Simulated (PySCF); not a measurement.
# Electron correlation in Ag⁺ (silver, charge +1)

[Kr] 4d10, closed-shell 1S. Calculation: PySCF 2.14, in def2-SVP with the def2 core potential (28 electrons); a scalar-relativistic core potential. Frozen: 4s2 4p6; 10 electrons correlated.

Total MP2 correlation energy: -206.10 mhartree.

Same-spin part -79.08 and opposite-spin part -127.02 mhartree; SCS-MP2 scales them by 1/3 and 6/5 to -178.79 mhartree.

```csv
level,correlation energy (mhartree)
CCSD,-199.70
(T),-3.69
CCSD(T),-203.39
```

Diagnostics: T1 = 0.0026, D1 = 0.0037, largest double amplitude 0.021.

Is a single reference adequate?

Yes, within this model without spin-orbit coupling: T1 lies below 0.03 and no double amplitude reaches 0.07.
